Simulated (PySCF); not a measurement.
CH₄BrClOSi (SMILES C[Si](O)(Cl)Br), singlet, geometry from GFN2-xTB; DF-R2SCAN/def2-TZVPPD (PySCF).

The PySCF input:
```python
from pyscf import gto, scf, dft

mol = gto.M(
    atom='''
C     2.03654859    0.08178613   -1.04122058
Si    0.18872372    0.02733355   -0.67743458
O    -0.43724090   -1.11496405   -1.63081055
Cl   -0.75124999    1.80033225   -0.94794852
Br   -0.12831968   -0.61309967    1.42565101
H     2.49088733   -0.89108728   -0.87820582
H     2.54537623    0.79855298   -0.40238364
H     2.21890782    0.36496051   -2.07329774
H    -1.35622947   -1.37326006   -1.65088151
''',
    basis='def2-tzvppd',
    verbose=4,
    max_memory=1800,
)

mf = dft.RKS(mol)
mf.xc = 'r2scan'
mf = mf.density_fit(auxbasis='def2-universal-jkfit')
mf.kernel()
```

What the program printed (banner, timings and long lists left out):

```
PySCF version 2.14.0

[INPUT] verbose = 4
[INPUT] num. atoms = 9
[INPUT] num. electrons = 84
[INPUT] charge = 0
[INPUT] spin (= nelec alpha-beta = 2S) = 0
[INPUT] symmetry False subgroup None
[INPUT] Mole.unit = angstrom
[INPUT] Symbol           X                Y                Z      unit          X                Y                Z       unit  Magmom
[INPUT]  1 C      2.036548590000   0.081786130000  -1.041220580000 AA    3.848519074469   0.154553386488  -1.967621731461 Bohr   0.0
[INPUT]  2 Si     0.188723720000   0.027333550000  -0.677434580000 AA    0.356636144009   0.051652923512  -1.280165823510 Bohr   0.0
[INPUT]  3 O     -0.437240900000  -1.114964050000  -1.630810550000 AA   -0.826265551458  -2.106976693236  -3.081785300551 Bohr   0.0
[INPUT]  4 Cl    -0.751249990000   1.800332250000  -0.947948520000 AA   -1.419656732182   3.402134885722  -1.791363082987 Bohr   0.0
[INPUT]  5 Br    -0.128319680000  -0.613099670000   1.425651010000 AA   -0.242489051592  -1.158590463361   2.694089958110 Bohr   0.0
[INPUT]  6 H      2.490887330000  -0.891087280000  -0.878205820000 AA    4.707094860849  -1.683910912284  -1.659568480799 Bohr   0.0
[INPUT]  7 H      2.545376230000   0.798552980000  -0.402383640000 AA    4.810063958678   1.509046428155  -0.760394876606 Bohr   0.0
[INPUT]  8 H      2.218907820000   0.364960510000  -2.073297740000 AA    4.193128075456   0.689675410182  -3.917964903280 Bohr   0.0
[INPUT]  9 H     -1.356229470000  -1.373260060000  -1.650881510000 AA   -2.562902260364  -2.595085411204  -3.119713918008 Bohr   0.0

nuclear repulsion = 522.535117285881
number of shells = 107
number of NR pGTOs = 436
number of NR cGTOs = 301
basis = def2-tzvppd
ecp = {}

******** <class 'pyscf.df.df_jk.DFRKS'> ********
method = DFRKS
initial guess = minao
damping factor = 0
level_shift factor = 0
DIIS = <class 'pyscf.scf.diis.CDIIS'>
diis_start_cycle = 1
diis_space = 8
diis_damp = 0
SCF conv_tol = 1e-09
SCF conv_tol_grad = None
SCF max_cycles = 50
direct_scf = False
XC library pyscf.dft.libxc version 7.1.2
    S. Lehtola, C. Steigemann, M. J. T. Oliveira, and M. A. L. Marques,  SoftwareX 7, 1–5 (2018)
XC functionals = r2scan
    J. W. Furness, A. D. Kaplan, J. Ning, J. P. Perdew, and J. Sun,  J. Phys. Chem. Lett. 11, 8208–8215 (2020)
    J. W. Furness, A. D. Kaplan, J. Ning, J. P. Perdew, and J. Sun,  J. Phys. Chem. Lett. 11, 9248–9248 (2020)
    J. W. Furness, A. D. Kaplan, J. Ning, J. P. Perdew, and J. Sun,  J. Phys. Chem. Lett. 11, 8208–8215 (2020)
    J. W. Furness, A. D. Kaplan, J. Ning, J. P. Perdew, and J. Sun,  J. Phys. Chem. Lett. 11, 9248–9248 (2020)
radial grids:
    Treutler-Ahlrichs [JCP 102, 346 (1995); DOI:10.1063/1.469408] (M4) radial grids

becke partition: Becke, JCP 88, 2547 (1988); DOI:10.1063/1.454033
pruning grids: <function nwchem_prune>
grids dens level: 3
symmetrized grids: False
atomic radii adjust function: <function treutler_atomic_radii_adjust>
small_rho_cutoff = 0
Set gradient conv threshold to 3.16228e-05
Initial guess from minao.
tot grids = 125920
init E= -3439.01062516454
  HOMO = -0.318942303166248  LUMO = -0.0457084894482859  gap/eV = 7.43507
cycle= 1 E= -3439.569077825  delta_E= -0.558  |g|= 0.91  |ddm|= 2.68
  HOMO = -0.158170355606137  LUMO = -0.00624945860551779  gap/eV = 4.13398
cycle= 2 E= -3439.20892874077  delta_E= 0.36  |g|= 1.61  |ddm|= 1.75
  HOMO = -0.258766906580845  LUMO = -0.0151015546479785  gap/eV = 6.63047
cycle= 3 E= -3439.69938787611  delta_E= -0.49  |g|= 0.228  |ddm|= 1.23
  HOMO = -0.274551268967051  LUMO = -0.0142340382568167  gap/eV = 7.08359
cycle= 4 E= -3439.70984127609  delta_E= -0.0105  |g|= 0.0738  |ddm|= 0.224
  HOMO = -0.276403747663482  LUMO = -0.0150117908134396  gap/eV = 7.11284
cycle= 5 E= -3439.71096036581  delta_E= -0.00112  |g|= 0.021  |ddm|= 0.0735
  HOMO = -0.274223238464014  LUMO = -0.0134279668815787  gap/eV = 7.09660
cycle= 6 E= -3439.71105315275  delta_E= -9.28e-05  |g|= 0.00698  |ddm|= 0.0238
  HOMO = -0.274491018911743  LUMO = -0.0138576433268051  gap/eV = 7.09220
cycle= 7 E= -3439.71106298836  delta_E= -9.84e-06  |g|= 0.00194  |ddm|= 0.00643
  HOMO = -0.274591528611334  LUMO = -0.0137934784293  gap/eV = 7.09668
cycle= 8 E= -3439.71106370623  delta_E= -7.18e-07  |g|= 0.000997  |ddm|= 0.00228
  HOMO = -0.274538731054196  LUMO = -0.0137984547083606  gap/eV = 7.09510
cycle= 9 E= -3439.71106394451  delta_E= -2.38e-07  |g|= 0.000126  |ddm|= 0.000948
  HOMO = -0.274545541480689  LUMO = -0.0138014270124686  gap/eV = 7.09521
cycle= 10 E= -3439.71106394807  delta_E= -3.55e-09  |g|= 4.06e-05  |ddm|= 0.000158
  HOMO = -0.274547807993117  LUMO = -0.013801887336358  gap/eV = 7.09526
cycle= 11 E= -3439.71106394845  delta_E= -3.83e-10  |g|= 1.25e-05  |ddm|= 4.04e-05
  HOMO = -0.27454540590484  LUMO = -0.0138011643290269  gap/eV = 7.09521
Extra cycle  E= -3439.71106394843  delta_E= 1.82e-11  |g|= 1.66e-05  |ddm|= 2.23e-05
converged SCF energy = -3439.71106394843
```
